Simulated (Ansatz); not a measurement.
`F[Si](F)(F)S[Si](F)(F)F` + HBr → `F[Si](F)(F)Br` + `F[Si](F)(F)S` at 500 K and 1 bar (ligand exchange at the Si–S bond).

Isolated molecules relaxed with PBE0-D4/def2-TZVP in Ansatz; ΔE leaves out vibrations. CBS: MP2 limit from def2 TZ/QZ plus the TZ coupled-cluster correction, frozen cores. For Br outer-core shells are correlated without core-valence functions, which leaves a few kJ/mol of doubt a bond. Scalar relativity is left out up to krypton. One conformer a species, not always the lowest.

```
                  species  CCSD(T)/CBS energy (Eh)  H − E (kJ/mol)  S (J/(mol·K))
`F[Si](F)(F)S[Si](F)(F)F`              -1575.17999           122.2          522.1
                      HBr              -2573.91920            30.5          213.7
          `F[Si](F)(F)Br`              -3162.03492            62.9          364.4
           `F[Si](F)(F)S`               -987.07717            89.2          382.7
```

H − E and S are ideal-gas, rigid-rotor, harmonic terms from PBE0-D4/def2-TZVP, for one conformer and one mirror image of each species. 1 Eh = 2625.50 kJ/mol, R = 8.31446 J/(mol·K).

Problem. By hand: ΔE, ΔH, ΔS and ΔG.

Solution. ΔE = (-3162.03492) + (-987.07717) − (-1575.17999) − (-2573.91920) = -0.01290 Eh = -33.9 kJ/mol. Δ(H − E) = 62.9 + 89.2 − 122.2 − 30.5 = -0.6, so ΔH = -34.5 kJ/mol. ΔS = 364.4 + 382.7 − 522.1 − 213.7 = 11.3 J/(mol·K). ΔG = -34.5 − 500 × (11.3)/1000 = -40.1 kJ/mol.

Problem. By hand: the equilibrium constant, and the temperature at which ΔG would vanish if ΔH and ΔS stayed fixed.

Solution. log₁₀ K = −ΔG/(RT ln 10) = 4.2. ΔH and −TΔS have one sign here, so there is no such temperature.

The number of gas molecules stays the same, so ΔS is small and ΔH decides. A doubt of 5 kJ/mol in ΔE shifts log₁₀ K by 0.5 here. Other conformers and mirror images would add mixing entropy, several J/(mol·K) or more a flexible species. Modes under 60 cm⁻¹, often nearly free rotors, make the harmonic entropy too high. These are equilibria of isolated gas molecules and say nothing of rates. Largest T1 diagnostic: 0.012 (customary marks: 0.02 for closed shells, 0.045 for open ones).

ΔS is within the doubt of such terms, so its sign, and with it that verdict, could turn.
